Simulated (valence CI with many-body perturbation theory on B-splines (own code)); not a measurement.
Results of a calculation; reference values are marked as such.
## Hyperfine factors and g values of Ta XXXIII

Level of theory: valence CI with perturbative core correlation (CI+MBPT): five valence electrons over a frozen Dirac-Fock core [Kr], radial functions for each j: 7 s, 7 p, 8 d, 6 f, 4 g, 1 h, with the one-electron correlation potential Σ1, the two-electron term Σ2, the three-electron term Σ3, Breit, model QED; selected CI, second order for the rest, scaled by the run's own slope (own B-spline code, finite nucleus).

No measured spectrum was set against this ion. As an estimate, large intervals hold to a few tenths of a per cent, small ones and those within an open d or f shell to about a per cent. The list stops below the first excitations out of the core.

A/g_I is the dipole constant over the nuclear g factor μ/I (μ in nuclear magnetons, uniformly magnetised nucleus), B/Q the quadrupole constant per barn. Both hold the static response of the core; the bare values leave it out. Large factors of s and p1/2 electrons are usually good to 5 to 10 %; those of open d and f shells near neutrality can be off by tens of per cent, and small factors of p3/2, d and f electrons come from cancelling terms and can be off by a factor of two or in sign, in half-filled shells by more. B is blank for J = 1/2, where it vanishes, and for nearly pure S terms. Energies count from the lowest level.

Levels are named by their leading jj configuration (3d3/2^4 stands for four electrons in 3d with j = 3/2), which in mixed levels can hold well under half, so a name can repeat and another be missing. Letters in brackets count levels of one name in rising energy.

```
                      Level  E (cm⁻¹)      g  A/g_I (MHz)  A/g_I bare  B/Q (MHz/b)  B/Q bare
      (4d3/2^4 4d5/2) J=5/2         0  1.387         6710        7430        13800     13200
(4d3/2^3 4d5/2^2) J=5/2 [a]     93476  1.330         4620        5210         7120      6820
(4d3/2^3 4d5/2^2) J=7/2 [a]    130010  1.161         9700        9870        18400     17700
(4d3/2^3 4d5/2^2) J=3/2 [a]    133830  1.200        11900       12100        14500     14000
   (4d3/2^3 4d5/2^2) J=11/2    137520  1.121        12500       12600         -589      -653
    (4d3/2^3 4d5/2^2) J=9/2    149110  1.145        11100       11300        17400     16700
(4d3/2^3 4d5/2^2) J=5/2 [b]    156580  1.140        11600       11700          508       513
    (4d3/2^3 4d5/2^2) J=1/2    163120  1.812        -7160       -5390                       
(4d3/2^3 4d5/2^2) J=7/2 [b]    172090  1.088        13700       13700       -18900    -18200
(4d3/2^3 4d5/2^2) J=3/2 [b]    213210  0.786        22300       21600       -17000    -16300
(4d3/2^2 4d5/2^3) J=5/2 [a]    223130  1.268         4490        4920         1040      1010
(4d3/2^2 4d5/2^3) J=7/2 [a]    245060  1.217         8280        8580        -1690     -1630
   (4d3/2^2 4d5/2^3) J=11/2    250210  1.085        12500       12400          506       501
(4d3/2^2 4d5/2^3) J=9/2 [a]    255120  1.147        10600       10800        -2570     -2490
(4d3/2^2 4d5/2^3) J=1/2 [a]    262560  0.542        33300       32000                       
   (4d3/2^2 4d5/2^3) J=13/2    267800  1.073        13300       13300        -7.10      5.15
(4d3/2^2 4d5/2^3) J=3/2 [a]    269580  1.188        10300       10500          694       653
(4d3/2^2 4d5/2^3) J=5/2 [b]    273300  1.018        14800       14600        -2850     -2730
(4d3/2^2 4d5/2^3) J=9/2 [b]    291730  1.109        12000       12100          827       798
(4d3/2^2 4d5/2^3) J=7/2 [b]    297020  0.988        16400       16100         -980      -944
(4d3/2^2 4d5/2^3) J=5/2 [c]    300920  1.047        13900       13800         2850      2720
(4d3/2^2 4d5/2^3) J=3/2 [b]    305800  0.843        20500       19900         1560      1530
(4d3/2^2 4d5/2^3) J=1/2 [b]    319760  1.804        -8370       -6620                       
(4d3/2^2 4d5/2^3) J=7/2 [c]    321650  1.045        14700       14600         1440      1390
(4d3/2^2 4d5/2^3) J=9/2 [c]    345130  1.105        12200       12200         8800      8500
  (4d3/2 4d5/2^4) J=5/2 [a]    373230  1.266         6120        6540        -8040     -7700
(4d3/2^2 4d5/2^3) J=3/2 [c]    387560  1.185         9790       10000        -6790     -6560
(4d3/2^2 4d5/2^3) J=5/2 [d]    396030  1.133         9380        9480         6720      6500
  (4d3/2 4d5/2^4) J=7/2 [a]    400460  1.191         9180        9410       -22100    -21300
     (4d3/2 4d5/2^4) J=11/2    408960  1.071        13000       12900          169       263
  (4d3/2 4d5/2^4) J=3/2 [a]    410180  0.964        14200       13900       -15600    -15000
      (4d3/2 4d5/2^4) J=9/2    428630  1.114        11500       11500       -24400    -23500
  (4d3/2 4d5/2^4) J=5/2 [b]    441100  1.112        11600       11600         2740      2640
  (4d3/2 4d5/2^4) J=7/2 [b]    449770  0.999        14900       14700        23800     22900
      (4d3/2 4d5/2^4) J=1/2    474140  1.165        -2220       -2000                       
  (4d3/2 4d5/2^4) J=3/2 [b]    519200  0.874        21600       21100        22600     21800
            (4d5/2^5) J=5/2    557340  1.152         9140        9290       -23800    -22900
```

(1) Take the isotope of mass number 181, with I = 7/2, μ = 2.365 μN and Q = 3.17 b. What is the hyperfine structure of (4d3/2^3 4d5/2^2) J=7/2 [a]?

## Answers

(1) From the table A = 6560 MHz, B = 58400 MHz. Shifts from the centre of gravity in MHz: F = 0: -72000, F = 1: -71400, F = 2: -69000, F = 3: -62500, F = 4: -48100, F = 5: -21300, F = 6: 24000, F = 7: 95000.
